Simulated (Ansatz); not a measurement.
FGaH4OSi2 (`O[Si@@H]1[GaH][Si@H]1F`), relaxed with RKS PBE0-D4/def2-TZVP in Ansatz from a PBE-D4/def2-SVP geometry. The force threshold is 0.005 eV/Å; the program also tests the step.

The species carries charge 0 and has multiplicity 1.

Start:

```xyz
9

O     0.504   -2.357    0.193
Si    0.847   -0.717    0.011
Ga   -0.093    1.283    1.197
Si   -0.176    0.992   -1.146
F    -0.746    1.336   -2.657
H    -0.451   -2.556    0.209
H     2.351   -0.699    0.013
H    -0.767    2.037    2.423
H    -1.469    0.682   -0.244
```

Q: How much energy does the relaxation release, and in how many steps? (An estimate is asked.)

A: The calculation gave: 7.85 kJ/mol, in 12 steps, 1 of them rejected.

Q: Which bonds change most? (Best estimate.)

A: Computed: Si4–H9 from 1.607 to 1.556 Å; Si4–F5 from 1.652 to 1.606 Å; Si2–Si4 from 2.303 to 2.265 Å; O1–Si2 from 1.686 to 1.648 Å.

Q: Give the relaxed structure. (Estimate.)

A: Computed: 
```xyz
9

O     0.514   -2.339    0.171
Si    0.798   -0.721    0.038
Ga   -0.085    1.292    1.195
Si   -0.250    0.927   -1.111
F    -0.660    1.342   -2.607
H    -0.405   -2.613    0.147
H     2.281   -0.628    0.064
H    -0.627    2.094    2.433
H    -1.567    0.646   -0.331
```
